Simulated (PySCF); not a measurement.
Radial density of P (phosphorus, neutral)

UHF, [Ne] 3s2 3p3, high-spin 4S determinant. Calculation: PySCF 2.14, in x2c-TZVPall (5s5p2d1f, 37 functions); the spin-free X2C one-electron Hamiltonian (Gaussian nucleus).

```
r (bohr)  4πr²ρ (e/bohr)  4πr²(ρα − ρβ)
 0.00186          0.1030         0.0000
 0.00313          0.2762         0.0000
 0.00526          0.7077         0.0000
 0.00885           1.756         0.0001
  0.0149           4.061         0.0002
  0.0251           8.361         0.0009
  0.0421           14.07         0.0044
  0.0709           17.12         0.0211
   0.119           13.47         0.0834
   0.201           11.10         0.2158
   0.337           15.84         0.2536
   0.567           11.03         0.0095
   0.954           2.730         0.3257
    1.60           2.632         1.3654
    2.70           1.416         0.9532
    4.54          0.1497         0.1259
    7.64       0.0005311         0.0005
```

Densities and radii are taken from the X2C orbitals without a picture-change correction, which distorts them close to the nucleus.
